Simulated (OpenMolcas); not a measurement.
**Ag5+ in a point-charge field**

Ag5+ among 4 point charges of -2 e arranged as a tetrahedron (Td), 2.04 Å from the ion.
```
   1.1778    1.1778    1.1778  -2.00
   1.1778   -1.1778   -1.1778  -2.00
  -1.1778    1.1778   -1.1778  -2.00
  -1.1778   -1.1778    1.1778  -2.00
```

```
Program             : OpenMolcas
Method              : CASSCF
Basis               : ANO-RCC-VTZP [7s6p4d2f1g]
Scalar Hamiltonian  : DKH2, point nucleus
Active space        : 6 electrons in 5 orbitals (4d)
State averaging     : 2S+1 = 5 even, 5 roots; 2S+1 = 3 even, 45 roots; 2S+1 = 1 even, 50 roots
Spin-orbit coupling : RASSI with atomic mean-field integrals over the reference wave functions
```

The lowest spin-free states (labels of Td), above the lowest:

```tsv
State	Degeneracy	E (cm-1)	Free-ion L (%)
5E	2	0.0	D (100)
5T2	3	1484	D (100)
3T1	3	22904	H (93)
3E	2	23362	H (99)
3T2	3	24216	H (95)
3T1	3	24481	H (90)
3T1	3	26481	P (61)
3A2	1	26854	F (100)
3T2	3	27398	F (92)
3T1	3	28500	F (72)
3A1	1	28756	G (100)
3T1	3	29467	G (91)
3E	2	29508	G (99)
3T2	3	30530	G (97)
1E	2	34352	I (96)
1T2	3	34456	I (93)
1A2	1	34927	I (100)
1T2	3	35806	I (79)
1A1	1	35829	I (78)
1T1	3	35859	I (83)
```

The lowest levels with spin-orbit coupling:

```csv
E (cm-1),Degeneracy,Label,2S+1
0.0,1,A1,5
108.7,3,T1,5
197.9,2,E,5
480.2,3,T2,5
2027,1,A2,5
2737,3,T2,5
3353,3,T1,5
4146,2,E,5
4613,3,T2,5
5319,3,T1,5
5732,1,A1,5
23350,3,T2,3
23646,1,A1,3
23785,3,T1,3
23993,2,E,3
24270,3,T2,3
24704,3,T1,3
24753,2,E,3
24773,3,T2,3
24869,2,E,3
```

Powder χT (cm3 K/mol): 0.143 at 2 K, 0.714 at 10 K, 3.25 at 50 K, 4.49 at 100 K, 5.07 at 200 K, 5.25 at 300 K. The effective moment at 300 K is 2.828 √(χT) = 6.48 μB.

The lowest level has 2S+1 = 5, for which the spin-only value is χT = S(S+1) / 2 = 3.000 cm3 K/mol (g = 2). The computed 5.247 at 300 K differs by +2.247, through orbital momentum, spin-orbit coupling and any other state in reach.

A least-squares ligand-field fit to the states below 45000 cm-1, each weighted by its degeneracy and with a free common offset, gives 10Dq = -1448 cm-1 (negative for this site), B = 1131 cm-1 and C = 4639 cm-1 (C/B = 4.10), with an rms deviation of 11 cm-1.

An orbital doublet at a regular site is open to a Jahn-Teller distortion, which this geometry leaves out. Without dynamic correlation the repulsion within the d shell is too large (B by tens of per cent), so at a given field states of lower spin stand too high. Point charges give a weaker field than real ligands, and real ions of this kind are as a rule low spin; the high spin found here belongs to the model. The ground term spreads over less than 5000 cm-1, several times less than with real ligands, so orbital moments are less quenched and χT lies further from the spin-only value than at real sites. Point charges carry no covalency, so the field is a model and not that of real ligands. No measured value stands beside these numbers.

The RASSCF and RASSI steps took 27 s on 1 thread of Arm Neoverse V1, with other jobs on the host; the integral step is not counted.
